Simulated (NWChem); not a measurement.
Species: C2H6BFO; SMILES CB(O)CF

Results from NWChem. Pople sets run with spherical d functions. Each level has its own optimisation; frequencies are unscaled. Brackets give each atom's bonded neighbours. One conformer.

```csv
level,r B–C [B(CCO)–C(BHHH)] (Å),r B–O (Å),r B–C [B(CCO)–C(BFHH)] (Å),r H–O (Å),highest harmonic frequency (cm⁻¹),lowest (cm⁻¹),zero-point energy (kcal/mol),dipole (D)
B3LYP/3-21G,1.569,1.377,1.596,1.001,3419,40,54.0,1.57
B3LYP/6-31G*,1.574,1.357,1.595,0.975,3674,47,54.2,1.31
PBE-D3(BJ)/def2-SVP,1.573,1.361,1.596,0.983,3604,46,52.2,1.20
```
